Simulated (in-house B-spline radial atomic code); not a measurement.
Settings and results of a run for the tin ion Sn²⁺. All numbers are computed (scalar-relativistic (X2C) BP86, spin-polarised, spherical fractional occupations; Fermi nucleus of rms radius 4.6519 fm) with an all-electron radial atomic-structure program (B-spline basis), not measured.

Command:
```bash
python run_scf.py task.json out
```
Settings (nuclear radius in fm, mass in u):
```
Z                50
configuration    [Kr] 4d10 5s2
hamiltonian      x2c
method           b88,p86
spin_polarised   True
nucleus          fermi
rms_radius       4.6519
atomic_mass      119.9022
speed_of_light   137.035999084
```

Output (hartree, bohr):
```
 radial grid: 79 intervals, B-splines of order 8, outer radius 53.7037 bohr

 iter        energy (Eh)    residual
    1       -6169.975632    4.59e-01
    2       -6171.280825    4.11e-01
    3       -6176.417074    4.41e-02
    4       -6176.478180    1.34e-02
    5       -6176.482200    5.21e-03
    6       -6176.482469    4.69e-04
    7       -6176.482473    3.75e-04
    8       -6176.482477    6.26e-06
    9       -6176.482477    3.06e-07

 total energy                     -6176.48248
 kinetic                            6504.4769
 electron-nucleus                 -14963.8625
 Hartree                            2449.8130
 exchange-correlation               -166.9099

 orbital      occ     eigenvalue          <r>       <r^2>       <1/r>       r_max
 1s up      1.000     -1065.1077     0.028473  0.00110767     55.5043     0.01808
 1s down    1.000     -1065.1077     0.028473  0.00110767     55.5043     0.01808
 2s up      1.000      -161.3563     0.125006   0.0184882     12.5833       0.106
 2s down    1.000      -161.3563     0.125006   0.0184882     12.5833       0.106
 2p up      3.000      -145.0117     0.109304   0.0146017     11.7034     0.08463
 2p down    3.000      -145.0117     0.109304   0.0146017     11.7034     0.08463
 3s up      1.000       -31.6684     0.339147     0.13165     4.40339      0.3077
 3s down    1.000       -31.6684     0.339147     0.13165     4.40339      0.3077
 3p up      3.000       -26.3156     0.337461    0.132252     4.11596       0.301
 3p down    3.000       -26.3156     0.337461    0.132252     4.11596       0.301
 3d up      5.000       -18.0298     0.314657    0.117541     3.86555      0.2511
 3d down    5.000       -18.0298     0.314657    0.117541     3.86555      0.2511
 4s up      1.000        -5.5610      0.81855    0.758467     1.71726      0.7459
 4s down    1.000        -5.5610      0.81855    0.758467     1.71726      0.7459
 4p up      3.000        -3.9409     0.885389    0.896112     1.54373      0.7883
 4p down    3.000        -3.9409     0.885389    0.896112     1.54373      0.7883
 4d up      5.000        -1.5915       1.0922     1.41404     1.22218      0.8865
 4d down    5.000        -1.5915       1.0922     1.41404     1.22218      0.8865
 5s up      1.000        -0.9664      2.20897     5.48991    0.585341       1.944
 5s down    1.000        -0.9664      2.20897     5.48991    0.585341       1.944
```

Time taken, with all properties: 0.37 s on 1 thread of Arm Neoverse V1, with other jobs on the host.

One-electron X2C: radii and densities carry no picture-change correction, so inner-shell <1/r> comes out high (for 1s by about 2 % at Z = 33, 5 % at 54, 10 % at 75, 30 % at 118) and <r> low.
